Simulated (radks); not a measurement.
Species: Eu2+. Configuration: [Xe] 4f5.5 6s1 6p0.5 (fractional occupations, a model configuration). Calculated with a radial shooting solver on a logarithmic mesh with Libxc functionals: Dirac Kohn-Sham, PBE, spin-unpolarised, spherical densities, point nucleus; open shells fill j = l - 1/2 first.

Spin-orbit splittings of the eigenvalues, e(l+1/2) - e(l-1/2), with zeta = 2 splitting/(2l+1) and mean radii in bohr:

| shell | occ. | splitting (eV) | zeta (eV) | <r> j=l-1/2 | <r> j=l+1/2 |
|---|---|---|---|---|---|
| 2p | 6 | 648.0 | 432.0 | 0.07907 | 0.08581 |
| 3p | 6 | 132.1 | 88.04 | 0.2388 | 0.2517 |
| 3d | 10 | 28.72 | 11.49 | 0.2236 | 0.2276 |
| 4p | 6 | 29.33 | 19.55 | 0.5776 | 0.6065 |
| 4d | 10 | 5.297 | 2.119 | 0.6440 | 0.6541 |
| 4f | 5.5 | 0.7027 | 0.2008 | 0.8502 | 0.8598 |
| 5p | 6 | 4.349 | 2.900 | 1.483 | 1.565 |
| 6p | 0.5 | 0.6309 | 0.4206 | 3.813 | 3.973 |
